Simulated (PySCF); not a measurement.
These 2 structures share the formula CH4Cl2Si. Method: PySCF 2.14.0, PBE0-D3(BJ)/def2-SVP geometry optimisation, gas phase. One conformer each; no zero-point energy, no entropy. No frequencies were run at this level. Point groups hold within 0.08 Å.

Question: Rank from lowest to highest electronic energy at this level (kJ/mol).
A. `[Cl:1][CH2:2][SiH2:3][Cl:4]` with Cl1–C2–Si3–Cl4 180°
B. methyldichlorosilane (`C[SiH](Cl)Cl`)

Answer: B (0.0), A (180.6).

```json
{"SMILES": "C[SiH](Cl)Cl", "E (Eh)": "-1249.64308", "E rel (kJ/mol)": "0.0", "dipole (D)": "2.12", "point group": "Cs", "A, B, C (MHz)": "4283, 2375, 1674"}
{"SMILES": "ClC[SiH2]Cl", "E (Eh)": "-1249.57429", "E rel (kJ/mol)": "180.6", "dipole (D)": "0.50", "point group": "Cs", "A, B, C (MHz)": "15554, 1205, 1142"}
```

How do the relative energies change in single points at KT3/pcSseg-2 (no added dispersion term) on the same geometries?

```csv
SMILES,PBE0-D3(BJ)/def2-SVP (kJ/mol),KT3/pcSseg-2 (kJ/mol),shift
C[SiH](Cl)Cl,0.0,0.0,0.0
ClC[SiH2]Cl,180.6,176.4,-4.2
```

Each column counts from its own lowest isomer. The order is unchanged; the largest shift is 4.2 kJ/mol.
